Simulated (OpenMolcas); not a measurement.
Ir2+ among 6 point charges of -1.2 e arranged as a trigonal antiprism (D3d), 2 Å from the ion, with a polar angle of 55.8° against the regular 54.74°.
```
   0.0000    1.6548    1.1233  -1.20
  -1.4331   -0.8274    1.1233  -1.20
   1.4331   -0.8274    1.1233  -1.20
   0.0000   -1.6548   -1.1233  -1.20
   1.4331    0.8274   -1.1233  -1.20
  -1.4331    0.8274   -1.1233  -1.20
```

* Program: OpenMolcas 26.06
* Method: CASSCF
* Basis: ANO-RCC-VTZP [8s7p5d3f1g]
* Scalar Hamiltonian: DKH2, point nucleus
* Active space: 7 electrons in 5 orbitals (5d)
* State averaging: 2S+1 = 4 even, 10 roots; 2S+1 = 2 even, 40 roots
* Spin-orbit coupling: RASSI with atomic mean-field integrals over the reference wave functions

Question: What is the spin-free ground state (labels of D3, the rotations of D3d)?

Answer: 4E, 2-fold in its orbital part, 95 % from free-ion F terms; it has the highest spin that d7 allows.

Question: Where is the first state of the same spin?

Answer: 4A2 at 123 cm-1 above the ground state. The two act as a nearly degenerate pair, with unquenched orbital momentum.

Question: What are the lowest two levels with spin-orbit coupling?

Answer: A 2-fold level E1/2 with g = 4.44, 5.02, 5.02, then a 2-fold level E1/2 980.7 cm-1 above it. Their leading multiplicities are 4 (94 %) and 4 (86 %).

Question: What is χT at 300 K, and how does it compare with the textbook value?

Answer: The lowest level has 2S+1 = 4, for which the spin-only value is χT = S(S+1) / 2 = 1.875 cm3 K/mol (g = 2). The computed 3.236 at 300 K differs by +1.361, through orbital momentum, spin-orbit coupling and any other state in reach.

Spin-orbit coupling mixes the spin-free states strongly: the lowest level takes only 60 % from its leading state, 4E. An orbital doublet at a regular site is open to a Jahn-Teller distortion, which this geometry leaves out. Without dynamic correlation the repulsion within the d shell is too large (B by tens of per cent), so at a given field states of lower spin stand too high. This shell can be high or low spin here, a state of another spin lies low, and with metal d orbitals alone active their balance is uncertain, so the ground spin may be wrong. Point charges give a weaker field than real ligands, and real ions of this kind are as a rule low spin; the high spin found here belongs to the model. This is an electrostatic model: the charges have no orbitals. No measured value stands beside these numbers.
